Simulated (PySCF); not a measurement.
Computed with PBE-D3(BJ)/def2-TZVP // PBE0-D4/def2-TZVP (PySCF). Isolated molecules, 0 K electronic values unless said otherwise. One relaxed conformer stands for a flexible species; it need not be the lowest. Delta-SCF ions had no search for a lower state. 

Reference species (SMILES): `O[SiH3]` (neutral, multiplicity 1).

```json
{
 "vertical ionisation energy (Delta-SCF)": "10.90 eV",
 "LUMO": "-0.83 eV",
 "HOMO–LUMO gap": "6.38 eV"
}
```

After one change: the vertical ionisation energy (Delta-SCF) decreases by 1.49 eV; the LUMO falls by 0.17 eV; the HOMO–LUMO gap falls by 1.26 eV.

Problem. Which change was made? The new species is one of these.
A. `O[SiH2]S` (H–O–Si–S torsion -52°, O–Si–S–H torsion -65°)
B. `CS[SiH2]O` (C–S–Si–O torsion 152°, S–Si–O–H torsion -50°)
C. `O[SiH2][SeH]` (H–O–Si–Se torsion 47°, O–Si–Se–H torsion -98°)
D. `O[SiH2]C=S` (H–O–Si–C torsion 0°, O–Si–C–S torsion 0°)

Solution. C, `O[SiH2][SeH]` (H–O–Si–Se torsion 47°, O–Si–Se–H torsion -98°)
